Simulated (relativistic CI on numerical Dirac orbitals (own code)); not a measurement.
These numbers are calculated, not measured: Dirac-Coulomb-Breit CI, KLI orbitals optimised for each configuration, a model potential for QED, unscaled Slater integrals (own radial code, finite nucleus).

The strongest absorption lines from the ground level of an ion, among the configurations computed and to levels below about 519 eV (vacuum wavelength in nm, gf): 2.9243 (0.00019), 2.9988 (1.7e-05), 3.2649 (0.2), 3.3405 (0.1), 5.1884 (4.7e-05), 5.8291 (0.00014), 16.332 (1.2), 25.423 (0.084).

Which ion is it?
A. Xe XXIII
B. Sn XXI
C. Xe XXV
D. Ce XXIX

C. Xe XXV has 30 electrons and the ground level 4s2 1S_0; the strongest line goes to 4s 4p 1P°_1. The pattern of lines fixes the number of electrons, and along that sequence the line energies rise steadily with the charge (about as its square where n changes within one kind of shell, about linearly where n is kept but much faster in heavy ions where fine structure, which grows about as Z⁴, sets the gap, and irregularly where shells cross), which fixes Z. Configurations outside the model, such as inner-shell arrays, can give stronger lines. At this charge energies of transitions that change n are usually good to better than 1 %, and those within a shell (Δn = 0) to a few per cent.

LS names give the leading component of a level, which can be under half, so a name can repeat, a term be missing and a line seem to break the LS rules.
